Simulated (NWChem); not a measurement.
System: VHO2F2; SMILES [F][V]([F])([OH])=[O]

NWChem input:

```
start job
memory heap 200 mb stack 900 mb global 1100 mb
geometry units angstroms noautosym nocenter noautoz
  V      0.010001    -0.000017    -0.007115
  O     -0.179415    -0.000138     1.518746
  F      0.873803    -1.405316    -0.456253
  F      0.869256     1.407957    -0.456595
  O     -1.551875    -0.002624    -0.742820
  H     -2.381256    -0.003909    -0.247098
end
basis spherical
  * library 6-31g*
end
dft
  xc xpbe96 cpbe96
  iterations 150
end
property
  efieldgrad
end
task dft property
```

Coordinates come from a PBE0/def2-SVP optimisation.

Vzz is the largest principal value of the second derivative of the potential at the nucleus (NWChem prints the opposite sign); η is the asymmetry. Non-relativistic.

Atoms are numbered as in the input.

Task: What results follow from this input? (PBE/6-31G* (spherical d).) Quantities: Vzz V1 (a.u.); η V1; Vzz O2 (a.u.); η O2; Vzz O5 (a.u.); η O5.

Result: 
| Item | Result |
|---|---|
| Vzz V1 (a.u.) | -0.383 |
| η V1 | 0.31 |
| Vzz O2 (a.u.) | 0.175 |
| η O2 | 0.65 |
| Vzz O5 (a.u.) | 1.045 |
| η O5 | 0.09 |
